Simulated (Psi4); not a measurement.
CH$_{5}$AlO$_{2}$ (SMILES [CH3][Al]([OH])[OH]), singlet, at a GFN2-xTB geometry (such geometries of metal compounds can be far from the true shape); HF/STO-3G in Psi4.

Input for Psi4:
```
memory 2 GB

molecule mol {
0 1
Al    0.077495    0.072760    0.005579
C    -1.429124   -1.224157   -0.136255
H    -1.103574   -2.145534   -0.615245
H    -2.255784   -0.816331   -0.712402
H    -1.800166   -1.498175    0.849291
O    -0.039166    1.511442   -0.787356
H    -0.099529    2.338246   -1.240171
O     1.375252   -0.372392    0.916601
H     2.137670   -0.591536    1.429574
}

set {
  basis sto-3g
  reference rhf
  scf_type pk
  puream true
  d_convergence 1e-8
}

energy('scf')
print_variables()
```

It wrote (shortened):

```
   => Loading Basis Set <=

    Name: STO-3G
    Role: ORBITAL
    Keyword: BASIS

         ---------------------------------------------------------
                                   SCF
               by Justin Turney, Rob Parrish, Andy Simmonett
                          and Daniel G. A. Smith
                              RHF Reference
         ---------------------------------------------------------

  ==> Geometry <==

    Molecular point group: c1
    Full point group: C1

    Geometry (in Angstrom), charge = 0, multiplicity = 1:

       Center              X                  Y                   Z               Mass
    ------------   -----------------  -----------------  -----------------  -----------------
         AL           0.035839962937     0.036478978264     0.001743757447    26.981538530000
         C           -1.470779037063    -1.260438021736    -0.140090242553    12.000000000000
         H           -1.145229037063    -2.181815021736    -0.619080242553     1.007825032230
         H           -2.297439037063    -0.852612021736    -0.716237242553     1.007825032230
         H           -1.841821037063    -1.534456021736     0.845455757447     1.007825032230
         O           -0.080821037063     1.475160978264    -0.791191242553    15.994914619570
         H           -0.141184037063     2.301964978264    -1.244006242553     1.007825032230
         O            1.333596962937    -0.408673021736     0.912765757447    15.994914619570
         H            2.096014962937    -0.627817021736     1.425738757447     1.007825032230

  Running in c1 symmetry.

  Rotational constants: A =      0.20791  B =      0.19041  C =      0.10122 [cm^-1]
  Rotational constants: A =   6232.87975  B =   5708.49654  C =   3034.56450 [MHz]
  Nuclear repulsion =  159.127999830465683

  Charge       = 0
  Multiplicity = 1
  Electrons    = 40
  Nalpha       = 20
  Nbeta        = 20

  ==> Algorithm <==

  SCF Algorithm Type is PK.
  DIIS enabled.
  MOM disabled.
  Fractional occupation disabled.
  Guess Type is SAD.
  Energy threshold   = 1.00e-06
  Density threshold  = 1.00e-08
  Integral threshold = 1.00e-12

  ==> Primary Basis <==

  Basis Set: STO-3G
    Blend: STO-3G
    Number of shells: 19
    Number of basis functions: 29
    Number of Cartesian functions: 29
    Spherical Harmonics?: true
    Max angular momentum: 1

  ==> Integral Setup <==

  Using in-core PK algorithm.
   Calculation information:
      Number of atoms:                   9
      Number of AO shells:              19
      Number of primitives:             57
      Number of atomic orbitals:        29
      Number of basis functions:        29

      Integral cutoff                 1.00e-12
      Number of threads:                 1

  Performing in-core PK
  Using 189660 doubles for integral storage.
  We computed 16985 shell quartets total.
  Whereas there are 18145 unique shell quartets.

  ==> DiskJK: Disk-Based J/K Matrices <==

    J tasked:                  Yes
    K tasked:                  Yes
    wK tasked:                  No
    Schwarz Cutoff:          1E-12

  Minimum eigenvalue in the overlap matrix is 2.3408053907E-01.
  Reciprocal condition number of the overlap matrix is 1.0334689094E-01.
    Using symmetric orthogonalization.

  ==> Pre-Iterations <==

  SCF Guess: Superposition of Atomic Densities via on-the-fly atomic UHF (no occupation information).

   -------------------------
    Irrep   Nso     Nmo
   -------------------------
     A         29      29
   -------------------------
    Total      29      29
   -------------------------

  ==> Iterations <==

                        Total Energy        Delta E     RMS |[F,P]|

   @RHF iter SAD:  -423.86145463489709   -4.23861e+02   0.00000e+00
   @RHF iter   1:  -426.94019948829759   -3.07874e+00   1.28265e-02 ADIIS/DIIS
   @RHF iter   2:  -427.03500463946693   -9.48052e-02   2.55787e-03 ADIIS/DIIS
   @RHF iter   3:  -427.03864275937019   -3.63812e-03   4.97508e-04 ADIIS/DIIS
   @RHF iter   4:  -427.03885035702052   -2.07598e-04   5.59488e-05 DIIS
   @RHF iter   5:  -427.03885396175343   -3.60473e-06   1.39609e-05 DIIS
   @RHF iter   6:  -427.03885417033138   -2.08578e-07   3.52527e-06 DIIS
   @RHF iter   7:  -427.03885418881390   -1.84825e-08   7.49629e-07 DIIS
   @RHF iter   8:  -427.03885418974130   -9.27400e-10   1.49284e-07 DIIS
   @RHF iter   9:  -427.03885418977899   -3.76872e-11   1.85613e-08 DIIS
   @RHF iter  10:  -427.03885418977904   -5.68434e-14   3.43151e-09 DIIS
  Energy and wave function converged.

  ==> Post-Iterations <==

    Orbital Energies [Eh]
    ---------------------

    Doubly Occupied:

       1A    -57.814364     2A    -20.056247     3A    -20.055750
       4A    -10.934295     5A     -4.735882     6A     -2.967625
       7A     -2.965487     8A     -2.964938     9A     -1.150059
      10A     -1.137262    11A     -0.847657    12A     -0.581339
      13A     -0.525414    14A     -0.477607    15A     -0.476205
      16A     -0.372320    17A     -0.329161    18A     -0.296937
      19A     -0.288823    20A     -0.284756

    Virtual:

      21A      0.393685    22A      0.402228    23A      0.606061
      24A      0.687680    25A      0.760970    26A      0.762117
      27A      0.796839    28A      0.882687    29A      0.977529

    Final Occupation by Irrep:
              A
    DOCC [    20 ]
    NA   [    20 ]
    NB   [    20 ]

  @RHF Final Energy:  -427.03885418977904

   => Energetics <=

    Nuclear Repulsion Energy =            159.1279998304656829
    One-Electron Energy =                -913.8094519104628262
    Two-Electron Energy =                 327.6425978902180987
    Total Energy =                       -427.0388541897790446

Computation Completed

Properties will be evaluated at   0.000000,   0.000000,   0.000000 [a0]

Properties computed using the SCF density matrix

 Multipole Moments:

 ------------------------------------------------------------------------------------
     Multipole            Electronic (a.u.)      Nuclear  (a.u.)        Total (a.u.)
 ------------------------------------------------------------------------------------

 L = 1.  Multiply by 2.5417464519 to convert [e a0] to [Debye]
 Dipole X            :          3.4658186           -3.1486720            0.3171466
 Dipole Y            :          3.0377609           -2.7424327            0.2953283
 Dipole Z            :          0.3101993           -0.2898948            0.0203045
 Magnitude           :                                                    0.4338352

 ------------------------------------------------------------------------------------

  Variable Map:
  ----------------------------------------------------------------------------
  "CURRENT ENERGY"           =>    -427.038854189779
  "CURRENT REFERENCE ENERGY" =>    -427.038854189779
  "DD SOLVATION ENERGY"      =>       0.000000000000
  "HF KINETIC ENERGY"        =>     422.991455131295
  "HF POTENTIAL ENERGY"      =>    -850.030309321074
  "HF TOTAL ENERGY"          =>    -427.038854189779
  "HF VIRIAL RATIO"          =>       2.009568512577
  "NUCLEAR REPULSION ENERGY" =>     159.127999830466
  "ONE-ELECTRON ENERGY"      =>    -913.809451910463
  "PCM POLARIZATION ENERGY"  =>       0.000000000000
  "PE ENERGY"                =>       0.000000000000
  "SCF ITERATION ENERGY"     =>    -427.038854189779
  "SCF ITERATIONS"           =>      10.000000000000
  "SCF TOTAL ENERGY"         =>    -427.038854189779
  "TWO-ELECTRON ENERGY"      =>     327.642597890218

  Array Variable Map:
  ----------------------------------------------------------------------------
  "CURRENT DIPOLE"           =>       0.317146598963 ... 0.020304531650 1 by 3
  "SCF DIPOLE"               =>       0.317146598963 ... 0.020304531650 1 by 3
  "SCF TOTAL ENERGIES"       =>    -423.861454634897 ... -427.038854189779 1 by 11
```
